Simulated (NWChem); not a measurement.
System: C$_{3}$H$_{8}$O$_{2}$; SMILES COCOC

Parts of the log:

```
             Northwest Computational Chemistry Package (NWChem) 7.3.0
             --------------------------------------------------------

 C1  symmetry detected

                             Geometry "geometry" -> ""
                             -------------------------

 Output coordinates in angstroms (scale by  1.889725989 to convert to a.u.)

  No.       Tag          Charge          X              Y              Z
 ---- ---------------- ---------- -------------- -------------- --------------
    1 C                    6.0000     0.67503130    -1.89911077     0.12616073
    2 O                    8.0000    -0.54675841    -1.28629083    -0.26270238
    3 C                    6.0000    -0.69799282     0.00676625     0.20766451
    4 O                    8.0000     0.25170609     0.85791334    -0.39942314
    5 C                    6.0000     0.20468655     2.17315252     0.10894810
    6 H                    1.0000     0.78821635    -1.89573851     1.22191507
    7 H                    1.0000     1.53846738    -1.39517146    -0.32186520
    8 H                    1.0000     0.63131043    -2.93263823    -0.22516952
    9 H                    1.0000    -1.72104624     0.31606032    -0.05507520
   10 H                    1.0000    -0.57638001     0.05082980     1.31026841
   11 H                    1.0000     0.97395681     2.74771130    -0.41258433
   12 H                    1.0000    -0.77402441     2.64807960    -0.06917810
   13 H                    1.0000     0.40956807     2.20303916     1.19205303

 Effective nuclear repulsion energy (a.u.)     195.5119722309

                                 NWChem DFT Module
                                 -----------------

 Summary of "ao basis" -> "ao basis" (spherical)
 ------------------------------------------------------------------------------
       Tag                 Description            Shells   Functions and Types
 ---------------- ------------------------------  ------  ---------------------
 C                           6-31g*                  6       14   3s2p1d
 O                           6-31g*                  6       14   3s2p1d
 H                           6-31g*                  2        2   2s

            General Information
            -------------------
          SCF calculation type: DFT
          Wavefunction type:  closed shell.
          No. of atoms     :    13
          No. of electrons :    42
           Alpha electrons :    21
            Beta electrons :    21
          Charge           :     0
          Spin multiplicity:     1
          Use of symmetry is: off; symmetry adaption is: off
          Maximum number of iterations: 150
          AO basis - number of functions:    86
                     number of shells:    46
          Convergence on energy requested:  1.00D-06
          Convergence on density requested:  1.00D-05
          Convergence on gradient requested:  5.00D-04

              XC Information
              --------------
                         B3LYP Method XC Potential
                     Hartree-Fock (Exact) Exchange  0.200
                        Slater Exchange Functional  0.800 local
                    Becke 1988 Exchange Functional  0.720 non-local
              Lee-Yang-Parr Correlation Functional  0.810
                  VWN I RPA Correlation Functional  0.190 local

             Grid Information
             ----------------
          Grid used for XC integration:  medium
          Radial quadrature: Mura-Knowles
          Angular quadrature: Lebedev.
          Tag              B.-S. Rad. Rad. Pts. Rad. Cut. Ang. Pts.
          ---              ---------- --------- --------- ---------
          C                   0.70       49          12.0       434
          O                   0.60       49          11.0       434
          H                   0.35       45          13.0       434
          Grid pruning is: on
          Number of quadrature shells:   605
          Spatial weights used:  Erf1

      Superposition of Atomic Density Guess
      -------------------------------------

 Sum of atomic energies:        -266.47532722

      Non-variational initial energy
      ------------------------------

 Total energy =    -269.163240
 1-e energy   =    -749.940024
 2-e energy   =     285.264811
 HOMO         =      -0.319317
 LUMO         =       0.151802

     ---------------------------------------------
      Total Density - Mulliken Population Analysis
     ---------------------------------------------

    Atom       Charge   Shell Charges
 -----------   ------   -------------------------------------------------------
    1 C    6     6.25   2.00  0.70  1.85  0.63  1.01  0.05
    2 O    8     8.67   2.00  0.92  3.00  0.90  1.82  0.02
    3 C    6     5.59   2.00  0.68  1.63  0.51  0.69  0.09
    4 O    8     8.70   2.00  0.92  3.01  0.92  1.83  0.02
    5 C    6     6.24   2.00  0.70  1.85  0.63  1.01  0.06
    6 H    1     0.81   0.48  0.34
    7 H    1     0.81   0.48  0.33
    8 H    1     0.80   0.48  0.32
    9 H    1     0.85   0.49  0.35
   10 H    1     0.86   0.49  0.37
   11 H    1     0.80   0.48  0.32
   12 H    1     0.82   0.48  0.34
   13 H    1     0.81   0.48  0.34

   convergence    iter        energy       DeltaE   RMS-Dens  Diis-err
 ---------------- ----- ----------------- --------- --------- ---------
 d= 0,ls=0.0,diis     1   -269.4530423467 -4.65D+02  1.26D-02  7.89D-01
 d= 0,ls=0.0,diis     2   -269.4525754297  4.67D-04  6.59D-03  9.29D-01
 d= 0,ls=0.0,diis     3   -269.5388529219 -8.63D-02  1.62D-03  5.23D-02
 d= 0,ls=0.0,diis     4   -269.5428657235 -4.01D-03  6.64D-04  4.85D-03
 d= 0,ls=0.0,diis     5   -269.5434090648 -5.43D-04  1.21D-04  1.20D-04
  Resetting Diis
 d= 0,ls=0.0,diis     6   -269.5434239311 -1.49D-05  2.00D-05  6.11D-06
 d= 0,ls=0.0,diis     7   -269.5434244698 -5.39D-07  1.55D-05  1.04D-06
 d= 0,ls=0.0,diis     8   -269.5434243385  1.31D-07  9.60D-06  2.50D-06

         Total DFT energy =     -269.543424338518
      One electron energy =     -754.010696505716
           Coulomb energy =      325.448913437178
    Exchange-Corr. energy =      -36.493613500918
 Nuclear repulsion energy =      195.511972230939

 Numeric. integr. density =       42.000023948689

                       DFT Final Molecular Orbital Analysis
                       ------------------------------------

 Vector   19  Occ=2.000000D+00  E=-3.224875D-01
              MO Center= -2.4D-01, -1.0D+00, -1.2D-01, r^2= 2.7D+00
   Bfn.  Coefficient  Atom+Function         Bfn.  Coefficient  Atom+Function
  ----- ------------  ---------------      ----- ------------  ---------------
    17      0.337699   2 O  px               19      0.248852   2 O  pz
    21      0.235874   2 O  px               18      0.231195   2 O  py
    20     -0.224426   2 O  s                 3     -0.189802   1 C  px
    23      0.175841   2 O  pz               22      0.171319   2 O  py
    32     -0.144452   3 C  py               16     -0.124484   2 O  s

 Vector   20  Occ=2.000000D+00  E=-2.689266D-01
              MO Center= -1.5D-01, -9.7D-01, -1.0D-01, r^2= 2.2D+00
   Bfn.  Coefficient  Atom+Function         Bfn.  Coefficient  Atom+Function
  ----- ------------  ---------------      ----- ------------  ---------------
    19      0.468636   2 O  pz               23      0.349189   2 O  pz
    17     -0.233756   2 O  px               45     -0.226727   4 O  px
    49     -0.180914   4 O  px               18     -0.174068   2 O  py
    72     -0.173260   6 H  s                21     -0.166639   2 O  px
    74      0.164957   7 H  s                73      0.143566   7 H  s

 Vector   21  Occ=2.000000D+00  E=-2.569537D-01
              MO Center= -7.5D-02,  8.0D-01, -6.9D-02, r^2= 2.1D+00
   Bfn.  Coefficient  Atom+Function         Bfn.  Coefficient  Atom+Function
  ----- ------------  ---------------      ----- ------------  ---------------
    47      0.408764   4 O  pz               45      0.340987   4 O  px
    51      0.311139   4 O  pz               49      0.250485   4 O  px
    80     -0.232587  10 H  s                78      0.191363   9 H  s
    86     -0.180456  13 H  s                84      0.175494  12 H  s
    79     -0.147526  10 H  s                19      0.145447   2 O  pz

 Vector   22  Occ=0.000000D+00  E= 9.165462D-02
              MO Center= -2.4D-01,  9.4D-01,  5.0D-01, r^2= 5.8D+00
   Bfn.  Coefficient  Atom+Function         Bfn.  Coefficient  Atom+Function
  ----- ------------  ---------------      ----- ------------  ---------------
    62      1.180364   5 C  s                34      1.012743   3 C  s
    80     -0.814855  10 H  s                86     -0.794350  13 H  s
    84     -0.735399  12 H  s                78     -0.716876   9 H  s
     6      0.702582   1 C  s                64      0.544161   5 C  py
    82     -0.510029  11 H  s                76     -0.414611   8 H  s

 Vector   23  Occ=0.000000D+00  E= 1.123203D-01
              MO Center=  1.9D-01, -8.7D-02,  3.4D-01, r^2= 6.9D+00
   Bfn.  Coefficient  Atom+Function         Bfn.  Coefficient  Atom+Function
  ----- ------------  ---------------      ----- ------------  ---------------
    62      1.282950   5 C  s                 6     -0.850470   1 C  s
    72      0.849815   6 H  s                20     -0.741137   2 O  s
    82     -0.729757  11 H  s                84     -0.633493  12 H  s
    36     -0.530820   3 C  py                7     -0.512433   1 C  px
    80      0.505221  10 H  s                86     -0.442310  13 H  s

[...]
```

Level: B3LYP/6-31G* (spherical d). Geometry: optimised at B3LYP/6-31G* (spherical d).

Q: Which NWChem input produces such a log?

A: Several could match; the one computed here: the input that was run:
```
start job
memory heap 200 mb stack 900 mb global 1100 mb
geometry units angstroms noautoz
  C      0.657972    -1.899696     0.145995
  O     -0.540817    -1.290137    -0.313217
  C     -0.720749     0.003809     0.144431
  O      0.260425     0.855207    -0.409964
  C      0.182343     2.171625     0.091487
  H      0.708740    -1.893368     1.246396
  H      1.544588    -1.395267    -0.253589
  H      0.636056    -2.934180    -0.204556
  H     -1.727762     0.310531    -0.176785
  H     -0.662026     0.050861     1.252043
  H      0.978998     2.746313    -0.387016
  H     -0.785490     2.644274    -0.143166
  H      0.325332     2.204607     1.184397
end
basis spherical
  * library 6-31g*
end
dft
  xc b3lyp
  iterations 150
  mulliken
end
task dft energy
```
